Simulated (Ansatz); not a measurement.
The cluster B13. Charge 0, multiplicity 2. Geometry PBE-D4/def2-SVP.

Cartesian coordinates in Å:
```
B 2.218 -0.959 -1.004
B -1.709 0.440 -1.990
B -0.416 -0.125 -2.625
B -0.443 0.062 -0.960
B 2.473 -0.883 0.527
B -2.157 0.941 1.139
B -2.036 0.728 -0.430
B 0.962 -0.576 -1.897
B -0.593 0.305 0.757
B 0.309 0.151 2.406
B 1.616 -0.417 1.764
B 0.942 -0.364 0.002
B -1.165 0.696 2.310
```

B3LYP takes the VWN-RPA correlation. The structure comes from a short search, and lower isomers may exist.

Q: Estimate the α-spin orbital energies around the gap (eV) in Ansatz with HF/6-31G, PBE-D4/def2-TZVP, r2SCAN-D4/def2-TZVP, B3LYP-D4/6-31G, PBE0-D4/def2-SVP.

A: 
```csv
orbital,HF/6-31G,PBE-D4/def2-TZVP,r2SCAN-D4/def2-TZVP,B3LYP-D4/6-31G,PBE0-D4/def2-SVP
HOMO−5,-11.08,-7.81,-8.05,-8.38,-8.96
HOMO−4,-10.08,-7.72,-7.91,-8.04,-8.62
HOMO−3,-9.98,-7.57,-7.79,-7.94,-8.53
HOMO−2,-9.62,-7.04,-7.22,-7.51,-8.00
HOMO−1,-8.92,-6.53,-6.70,-6.92,-7.43
HOMO,-6.84,-5.12,-5.29,-5.20,-5.81
LUMO,-0.65,-4.77,-4.67,-3.82,-4.12
LUMO+1,0.14,-4.21,-4.07,-3.19,-3.46
LUMO+2,0.26,-3.71,-3.61,-2.83,-3.12
LUMO+3,2.51,-2.17,-1.93,-1.03,-1.35
LUMO+4,2.67,-1.88,-1.72,-0.71,-1.06
LUMO+5,3.01,-1.83,-1.53,-0.67,-0.98
β HOMO,-8.60,-6.45,-6.61,-6.83,-7.33
β LUMO,-0.42,-4.65,-4.56,-3.70,-3.99
```
